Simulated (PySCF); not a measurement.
# Correlation energy of Xe⁺ (xenon, charge +1)

[Kr] 4d10 5s2 5p5, 2P determinant. Computed with PySCF 2.14 in def2-TZVP with the def2 core potential (28 electrons) (6s5p3d2f, 50 functions), with scalar relativity through the core potential. Frozen: 4s2 4p6 4d10; 7 electrons correlated.

MP2 pair energies summed by pair of shells (mhartree):

| pair | energy | share (%) |
| --- | --- | --- |
| 5p-5p | -71.82 | 62.0 |
| 5s-5p | -37.44 | 32.3 |
| 5s-5s | -6.54 | 5.6 |

Total MP2 correlation energy: -115.80 mhartree.

Same-spin part -26.10 and opposite-spin part -89.70 mhartree; SCS-MP2 scales them by 1/3 and 6/5 to -116.34 mhartree.

```
  level  correlation energy (mhartree)
   CCSD                        -134.44
    (T)                          -3.56
CCSD(T)                        -138.00
```

Diagnostics: T1 = 0.0060, D1 = 0.0194, largest double amplitude 0.046.

Question: Is a single reference adequate?

Answer: Yes, within this model without spin-orbit coupling: T1 lies below 0.03 and no double amplitude reaches 0.07.
